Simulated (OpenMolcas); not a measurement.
Cr4+ (d2) in a complex was computed by CASSCF with the d shell active (OpenMolcas, ANO-RCC-VDZP on the metal). Its lowest spin-free states, and all those of the highest spin:

| 2S+1 | Degeneracy | E (cm-1) |
| --- | --- | --- |
| 3 | 1 | 0.0 |
| 3 | 2 | 4216 |
| 1 | 2 | 15700 |
| 1 | 2 | 19107 |
| 1 | 1 | 19452 |
| 3 | 1 | 20938 |
| 3 | 2 | 21976 |
| 1 | 1 | 33945 |
| 3 | 1 | 34093 |
| 3 | 2 | 34992 |
| 1 | 1 | 36836 |
| 1 | 2 | 37502 |
| 3 | 1 | 43188 |

Task: Is the site octahedral, tetrahedral or cube-like, axial, or of lower symmetry?

Result: The states with 2S+1 = 3 have orbital degeneracies 1, 2, 1, 2, 1, 2, 1. There are pairs but no triples, so the site is axial: not cubic, but with a proper or improper axis of order three or more. The run had Cr4+ with 6 ligands (water) in trigonal antiprismatic coordination (D3d) at 1.91 Å, a polar angle of 60.2° against the regular 54.74°. Ligand basis ANO-RCC-VDZP.

Without dynamic correlation the repulsion within the d shell is too large (B by tens of per cent), so at a given field states of lower spin stand too high. The least metal-like active orbital is 81 % on the metal (Löwdin) and no ligand orbital is active, so the numbers are rough. Ligand-to-metal charge-transfer states are missing. With no ligand orbital active B as a rule stays too high, so bands that hang on it stand too high and its fall with covalency is understated. With metal d orbitals alone the field can be off either way by tens of per cent. No measured value stands beside these numbers; the geometry was imposed, not optimised, and the real ion may take another.
